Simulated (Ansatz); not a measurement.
```yaml
crystal:
  periodic: [false, false, false]
  atoms:
    - {symbol: B, position_ang: [-0.410112, 0.835169, -0.209236]}
    - {symbol: C, position_ang: [0.795941, -0.092842, 0.053372]}
    - {symbol: F, position_ang: [1.685921, 0.155823, 1.039407]}
    - {symbol: S, position_ang: [-0.731688, -0.964604, 0.755423]}
    - {symbol: H, position_ang: [-0.921590, 0.823206, -1.287569]}
    - {symbol: H, position_ang: [-0.635627, 1.686946, 0.596866]}
    - {symbol: H, position_ang: [1.244944, -0.736579, -0.699927]}
    - {symbol: H, position_ang: [-0.935690, -1.764219, -0.304235]}
basis:
  gaussian: {orbitals: 6-31G, point_charges: [{charge: -1.00, position_ang: [6.480, -0.289, 0.173]}]}
hamiltonian: {xc: {name: PBE-QIDH}}
accuracy: high
```

```sh
$ ansatz run in.yaml --threads 2 --pin off --events-out ev --progress --plain --max-ram 4352MiB
```

Shortened log:

```
Functional definition: PBE-QIDH
1210 factors; integrals over basis functions are off by at most 3.7e-9 eV
mean field evaluation 1: about -15306.6727 eV, gradient 2.0e1 eV
mean field evaluation 2: about -15306.6670 eV, gradient 2.0e1 eV
mean field evaluation 4: about -15307.8741 eV, gradient 2.6e0 eV
mean field evaluation 8: about -15307.8905 eV, gradient 3.8e-2 eV
mean field evaluation 16: about -15307.8905 eV, gradient 7.0e-6 eV
mean field -15307.89048241 eV, -562.5545991678 hartree, gradient 1.8e-8 eV, S^2 0.000000; 0 other end points of the search recorded, 0 dependent functions left out
8 core orbitals not correlated: weight in the atoms' cores, before any rotation towards them, 1.000 or more for the frozen orbitals, at most 0.000 for the correlated occupied ones
reference -15307.89048316 eV, -562.5545991954 hartree; 12, 12 occupied and 28, 28 virtual orbitals, 1210 factors
second order -10.14368098 eV of doubles, -0.00000000 eV of singles
Total energy: -15311.27171016 eV, -562.6788569956 hartree
```

It took 2.9 s on 2 threads of an Arm Neoverse V1 on a shared host, with 0.15 GiB of host memory at the peak.
